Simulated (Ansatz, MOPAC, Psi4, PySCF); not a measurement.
System: AlOF, charge 0, multiplicity 1. SMILES: [F][Al]=[O]
Geometry from a B3LYP-D3(BJ)/def2-TZVP (Ansatz, a quantum-chemistry and plane-wave program) optimisation:
```xyz
3

Al     0.0000     0.0000    -0.0650
O      0.0000     0.0000    -1.6623
F      0.0000     0.0000     1.5714
```

Wanted: size of the dipole moment, in D. Set-up: no spin-orbit coupling; LANL2DZ with its own core potentials from Na on; 6-311+G** with 5d, 6d on Na to Ar in Ansatz; dispersion terms only where a functional's name holds one; non-relativistic; 6-31G* and kin with 6d, 5d where marked. First-principles rows: single points at B3LYP-D3(BJ) geometries (Ansatz). Semi-empirical rows: dipoles at the shared geometry.

```json
[
 {"level": "AM1", "program": "MOPAC", "size of the dipole moment (D)": "2.19"},
 {"level": "PM3", "program": "MOPAC", "size of the dipole moment (D)": "1.14"},
 {"level": "SVWN5/6-31G*", "program": "Ansatz", "size of the dipole moment (D)": "2.62"},
 {"level": "PBE/6-31G*", "program": "Ansatz", "size of the dipole moment (D)": "2.62"},
 {"level": "PBE/6-311+G**", "program": "Ansatz", "size of the dipole moment (D)": "2.93"},
 {"level": "BLYP/6-31G*", "program": "Ansatz", "size of the dipole moment (D)": "2.58"},
 {"level": "B3LYP/LANL2DZ", "program": "Ansatz", "size of the dipole moment (D)": "2.58"},
 {"level": "B3LYP/6-31G", "program": "Ansatz", "size of the dipole moment (D)": "2.39"},
 {"level": "B3LYP/6-31+G*", "program": "Ansatz", "size of the dipole moment (D)": "3.24"},
 {"level": "B3LYP/cc-pVDZ", "program": "Ansatz", "size of the dipole moment (D)": "2.76"},
 {"level": "PBE0/6-311+G**", "program": "Ansatz", "size of the dipole moment (D)": "3.26"},
 {"level": "M06-2X/6-31G* (5d)", "program": "PySCF", "size of the dipole moment (D)": "3.09"},
 {"level": "wB97X-D/6-31G*", "program": "Psi4", "size of the dipole moment (D)": "3.07"}
]
```

No value to compare with is used here. The 13 habitual levels span 1.14 (PM3) to 3.26 D (PBE0/6-311+G**).

The levels are drawn from those run, B3LYP/6-31G* more often than the rest, none by its result; left out are runs that failed, that the program found above a lower state of the same kind, or whose <S^2> lies over 0.5 above the pure value.
